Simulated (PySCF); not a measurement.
PySCF input (M06-2X/LANL2DZ):

```python
from pyscf import gto, dft

mol = gto.M(
    atom='''
    Cs   -0.00000000   -0.00000000   -1.22009700
    Br    0.00000000    0.00000000    1.91729500
    ''',
    basis='lanl2dz',
    ecp='lanl2dz',
    charge=0,
    spin=0,
    verbose=4,
)

mf = dft.RKS(mol, xc='m062x')
mf.grids.level = 4
mf.conv_tol = 1e-9
mf.max_cycle = 100
mf.max_memory = 1500
mf.kernel()
if not mf.converged:
    mf = mf.newton()
    mf.kernel(mf.make_rdm1())
mf.dip_moment()
```

From the output:

```
initial guess = minao
damping factor = 0
level_shift factor = 0
DIIS = <class 'pyscf.scf.diis.CDIIS'>
diis_start_cycle = 1
diis_space = 8
diis_damp = 0
SCF conv_tol = 1e-09
SCF conv_tol_grad = None
SCF max_cycles = 100
direct_scf = True
direct_scf_tol = 1e-13
XC library pyscf.dft.libxc version 7.1.2
    S. Lehtola, C. Steigemann, M. J. T. Oliveira, and M. A. L. Marques,  SoftwareX 7, 1–5 (2018)
XC functionals = m062x
    Y. Zhao and D. G. Truhlar,  Theor. Chem. Acc. 120, 215 (2008)
    Y. Zhao and D. G. Truhlar,  Theor. Chem. Acc. 120, 215 (2008)
radial grids:
    Treutler-Ahlrichs [JCP 102, 346 (1995); DOI:10.1063/1.469408] (M4) radial grids

becke partition: Becke, JCP 88, 2547 (1988); DOI:10.1063/1.454033
pruning grids: <function nwchem_prune>
grids dens level: 4
symmetrized grids: False
atomic radii adjust function: <function treutler_atomic_radii_adjust>
small_rho_cutoff = 0
Set gradient conv threshold to 3.16228e-05
Initial guess from minao.
tot grids = 64640
init E= -22.3693267422555
  HOMO = -0.0537912715245355  LUMO = -0.0194245942782907  gap/eV = 0.93516
cycle= 1 E= -32.6967566982504  delta_E= -10.3  |g|= 0.758  |ddm|= 4.03
  HOMO = -0.501723810411577  LUMO = -0.0794450385745558  gap/eV = 11.49079
cycle= 2 E= -32.9197203172873  delta_E= -0.223  |g|= 0.454  |ddm|= 1.66
  HOMO = -0.251093386154945  LUMO = -0.058171989340847  gap/eV = 5.24966
cycle= 3 E= -33.0072745406014  delta_E= -0.0876  |g|= 0.0485  |ddm|= 0.662
  HOMO = -0.216440264495816  LUMO = -0.0497438070917986  gap/eV = 4.53604
cycle= 4 E= -33.0083233186023  delta_E= -0.00105  |g|= 0.0018  |ddm|= 0.0921
  HOMO = -0.215774561821696  LUMO = -0.0506422459936073  gap/eV = 4.49348
cycle= 5 E= -33.0083318919371  delta_E= -8.57e-06  |g|= 0.000392  |ddm|= 0.0109
  HOMO = -0.215728481749241  LUMO = -0.0508422380070572  gap/eV = 4.48678
cycle= 6 E= -33.0083324185679  delta_E= -5.27e-07  |g|= 5.12e-05  |ddm|= 0.00285
  HOMO = -0.215734968680593  LUMO = -0.0508468944013067  gap/eV = 4.48683
cycle= 7 E= -33.0083324260671  delta_E= -7.5e-09  |g|= 5.83e-06  |ddm|= 0.000349
  HOMO = -0.215732101859338  LUMO = -0.050845359464869  gap/eV = 4.48680
cycle= 8 E= -33.0083324261171  delta_E= -5e-11  |g|= 3.14e-07  |ddm|= 3e-05
  HOMO = -0.215732276459022  LUMO = -0.0508452434889202  gap/eV = 4.48680
Extra cycle  E= -33.0083324261172  delta_E= -1.71e-13  |g|= 9.97e-08  |ddm|= 1.18e-06
converged SCF energy = -33.0083324261172
Dipole moment(X, Y, Z, Debye): -0.00000, -0.00000, -13.63122
```

The geometry given is a B3LYP-D3(BJ)/def2-TZVP minimum.
